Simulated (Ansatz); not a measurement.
Cartesian coordinates in Å:
```
C -1.187 1.471 1.512
Si -0.657 1.000 -0.203
O 0.264 -0.368 -0.080
B 0.896 -1.139 -1.005
N 1.630 -2.272 -0.639
F 0.819 -0.809 -2.308
H -0.319 1.667 2.147
H -1.775 0.674 1.971
H -1.801 2.376 1.487
H -1.840 0.728 -1.063
H 0.147 2.086 -0.824
H 2.101 -2.849 -1.311
H 1.721 -2.564 0.316
```

The species carries charge 0 and has multiplicity 1.

(1) List the PBE/def2-TZVPP orbital energies in eV (Ansatz). (Best estimate.)

## Answers

(1) Ansatz gave: Occupied: -1779.83, -659.56, -510.21, -380.24, -268.54, -178.46, -137.49, -94.28, -94.20, -94.19, -29.61, -24.98, -21.50, -17.34, -14.13, -13.11, -12.06, -11.95, -11.04, -10.70, -10.08, -9.79, -9.22, -8.93, -8.57, -7.54, -7.39, -6.50. Lowest empty: -0.20, 0.32, 0.65, 1.00, 1.43, 1.77, 1.85, 2.10.
